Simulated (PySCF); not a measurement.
Electron correlation in Ba (barium, neutral)

[Xe] 6p2, high-spin 3P determinant (an excited configuration). Computed with PySCF 2.14 in x2c-TZVPPall with one added diffuse shell each of s, p, d type (12s8p7d2f1g, 94 functions), with scalar relativity by spin-free X2C-1e. Frozen: [Kr] 4d10; 10 electrons correlated.

```
  level  correlation energy (mhartree)
   CCSD                        -198.99
    (T)                         -25.10
CCSD(T)                        -224.09
```

Diagnostics: T1 = 0.030, D1 = 0.0930, largest double amplitude 0.744.

Spin-orbit coupling, absent here, splits the open shell strongly. A double-excitation amplitude exceeds 0.15, a sign of near-degeneracy.

Cost of the coupled-cluster step: about 18 core-seconds, for 10 correlated electrons.

This basis was not built for core-valence correlation, so the inner-shell part is incomplete.
